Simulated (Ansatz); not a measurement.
Z-matrix (Å, degrees):
```
Si
Si 1 2.318
C 1 1.845 2 119.0
N 1 1.714 2 115.2 3 147.9
C 1 1.855 2 117.3 3 -56.6
H 2 1.488 1 111.9 3 -86.1
H 2 1.490 1 111.2 3 153.2
H 2 1.489 1 108.5 3 34.1
H 3 1.085 1 120.4 2 5.2
H 3 1.087 1 118.7 2 150.3
H 4 1.006 1 121.7 2 69.6
H 4 1.006 1 120.6 2 -139.4
H 5 1.086 1 118.7 2 -147.2
H 5 1.086 1 120.5 2 -1.0
```

Total charge 0; spin multiplicity 1.

List the CAM-B3LYP/def2-TZVPP orbital energies in eV (the Gaussian-basis code of Ansatz). (An estimate is asked.)

Ansatz gave: Occupied: -1800.69, -1800.65, -391.04, -278.35, -278.23, -145.27, -145.26, -100.60, -100.59, -100.59, -100.58, -100.57, -100.57, -25.41, -23.01, -17.99, -17.06, -15.47, -15.33, -14.15, -13.54, -11.43, -11.22, -11.16, -10.78, -9.96, -8.71, -7.71. Lowest empty: 1.05, 1.41, 1.87, 2.11, 2.60, 2.83, 3.06, 3.22.
